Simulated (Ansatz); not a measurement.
[AgF4]- (AgF₄⁻). Charge -1, multiplicity 3. Geometry PBE0-D4/def2-SVPD; atoms count from 1.

```xyz
5

Ag    0.000    0.000    0.000
F     1.953   -0.442    0.002
F    -0.441   -1.950   -0.110
F    -1.953    0.442   -0.002
F     0.441    1.950    0.110
```

In the def2 sets Ag takes a core potential; there is no spin–orbit coupling. At PBE0-D4/def2-TZVPD a singlet of charge -1 lies 1.99 eV below the triplet, each at its own geometry.

**Question.** Estimate the Mulliken populations from the PBE0/def2-TZVPD orbitals of Ansatz.

**Answer.** 
```tsv
atom	charge (e)	spin (α − β)	d electrons
Ag1	1.24	0.81	9.10
F2	-0.56	0.30	–
F3	-0.56	0.30	–
F4	-0.56	0.30	–
F5	-0.56	0.30	–
```
Mulliken values depend strongly on the basis. With diffuse functions, as here, like atoms can get unlike values, and bond orders can come out too low or too high.

**Question.** Where does the spin sit?

**Answer.** Summed by element: Ag 0.81, F 1.19, of 2 unpaired in all. Largest on single atoms: Ag1 0.81, F2 0.30, F3 0.30.

**Question.** And the Mayer bond orders between heavy atoms (over 0.3)?

**Answer.** Ag1–F2 0.45 (2.00 Å); Ag1–F3 0.45 (2.00 Å); Ag1–F4 0.45 (2.00 Å); Ag1–F5 0.45 (2.00 Å).
